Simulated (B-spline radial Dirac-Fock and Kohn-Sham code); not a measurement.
# Kohn-Sham estimates against Dirac-Fock for the levels of Re²⁵⁺

System: Re²⁵⁺ in the configuration 1s2 2s2 2p6 3s2 3p6 3d10 4s2 4p6 4d10 4f4.

The density-functional columns are spherical, spin-unpolarised Dirac-Kohn-Sham results without Breit or QED terms: −ε is minus the orbital energy of the initial state and ΔSCF the difference of two total energies. The reference in the last column comes from Dirac-Fock energy differences between relaxed states, corrected for Breit and QED terms. All numbers are from a radial finite-basis atomic code, in eV; a selection of levels is shown. For the 1s level of heavy atoms much of the gap between ΔSCF and the reference is the Breit and QED part, -365.5 eV here; for other levels the error of the functional can be larger.

```
level   LDA −ε  LDA ΔSCF  Dirac-Fock
   1s  72260.0   72843.1     72490.2
   2s  13175.2   13297.0     13356.5
2p1/2  12646.7   12798.5     12779.4
2p3/2  11209.2   11341.7     11356.9
   3s   3659.3    3706.6      3761.0
3p1/2   3422.9    3472.7      3506.6
3p3/2   3109.5    3155.9      3192.0
3d3/2   2710.5    2763.5      2771.3
3d5/2   2642.5    2694.2      2704.5
   4s   1335.2    1360.7      1387.9
4p1/2   1235.2    1260.6      1278.6
4p3/2   1152.3    1176.5      1195.5
4d3/2    986.8    1011.1      1014.0
4d5/2    970.2     994.1       997.6
   4f    761.0     785.6       783.1
```

Values without a named source are computed, but for edge energies of neutral atoms, which are taken from tables.
